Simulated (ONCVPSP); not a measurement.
## An all-electron radial function and its pseudo partner (boron (B))

Columns: radius, all-electron u(r) and pseudo u(r) of the 2s shell (level -9.57 eV) of boron in the configuration [He] 2s1.75 2p1.25; PBE, scalar-relativistic, ONCV scheme, ONCVPSP 4.0.1.

```csv
r (bohr),all-electron,pseudo
0.148,-0.3044,0.0696
0.295,-0.2234,0.1453
0.443,-0.0255,0.2274
0.590,0.1826,0.3172
0.738,0.3644,0.4149
0.885,0.5069,0.5085
1.033,0.6123,0.5954
1.180,0.6818,0.6710
1.328,0.7216,0.7199
1.475,0.7367,0.7367
1.623,0.7330,0.7330
1.770,0.7153,0.7153
1.918,0.6874,0.6874
2.065,0.6529,0.6529
2.213,0.6139,0.6139
2.360,0.5730,0.5730
2.508,0.5311,0.5311
2.655,0.4899,0.4899
2.802,0.4498,0.4498
2.950,0.4111,0.4111
3.098,0.3746,0.3746
3.245,0.3406,0.3405
3.393,0.3087,0.3087
3.540,0.2794,0.2794
3.688,0.2523,0.2523
3.835,0.2276,0.2276
```

(1) How many radial nodes do the two functions have?

(2) At about which radius was the pseudo-wave matched?

(3) Is the pseudo-wave norm-conserving?

Results:

(1) The all-electron 2s function has n − l − 1 = 1; the pseudo-wave has 0, since the states of the same l below it are removed with the core.

(2) 1.50 bohr, where the columns begin to agree (steps of 0.15 bohr).

(3) Yes: the ONCV scheme keeps the norm inside the radius equal to the all-electron one, which fixes the energy derivative of the logarithmic derivative at the level.
